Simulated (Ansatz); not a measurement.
Input for Ansatz (a quantum-chemistry and plane-wave program): U-wB97M-V/def2-TZVPP on Al2-, 2S+1 = 4, a spin state set in the input, which need not be the lowest, a point of a bond scan (R = 2.565 Å). Charge -1.

Ansatz 0.2 input:
```yaml
crystal:
  periodic: [false, false, false]
  atoms:
    - {symbol: Al, position_ang: [0.00000000, 0.00000000, 0.00000000]}
    - {symbol: Al, position_ang: [0.00000000, 0.00000000, 2.56527700]}
basis:
  gaussian:
    orbitals: def2-TZVPP
    pivot_positions_ang: [[0.00000000, 0.00000000, 0.00000000], [0.00000000, 0.00000000, 2.56527700]]
hamiltonian:
  xc: {name: wB97M-V}
total_charge: -1
magnetization: {spin_polarized: true, initial_magnetization: 3}
output: {forces: true, orbitals: {seedname: ./end}}
```

### Question
Give the final energy of this run.

### Answer
-484.7868 hartree.

### Question
How many basis functions does it have, and what does it roughly cost on one machine?

### Answer
84 functions; very roughly 6 core-seconds.
